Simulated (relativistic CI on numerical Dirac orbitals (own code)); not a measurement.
**Spin-allowed bands of a d3 ion in a tetrahedral site, by hand**

Problem. Take Δ = 8400 cm⁻¹ and B = 550 cm⁻¹ for a d3 ion in a tetrahedral site. Calculate the three spin-allowed bands.

Working.
1. The terms of highest spin are 4F (energy 0) and 4P (15B = 8250 cm⁻¹). Here the F term splits into A2 at +1.2Δ = 10080, T2 at +0.2Δ = 1680 and T1 at −0.6Δ = -5040 cm⁻¹.
2. The two T1 states mix through the element 0.4Δ: H = [[-5040, 3360], [3360, 8250]], with roots ½(H₁₁ + H₂₂) ∓ ½√[(H₂₂ − H₁₁)² + 4H₁₂²] = ½(3210) ∓ ½(14892) = -5841 and 9051 cm⁻¹.
3. The ground term is 4T1 at -5841 cm⁻¹.
4. Bands: 4T2 7521 cm⁻¹ (1330 nm), 4T1(P) 14892 cm⁻¹ (671 nm), 4A2 15921 cm⁻¹ (628 nm).

Check. Exact diagonalisation of the whole d3 shell with these parameters gives 4T2 7521, 4T1 14892, 4A2 15921 cm⁻¹. The match is exact, since without spin-orbit coupling no other term has this spin. The ratio of the second band to the first, 1.980, depends on Δ/B = 15.3 alone, which is how a Tanabe-Sugano diagram is read.
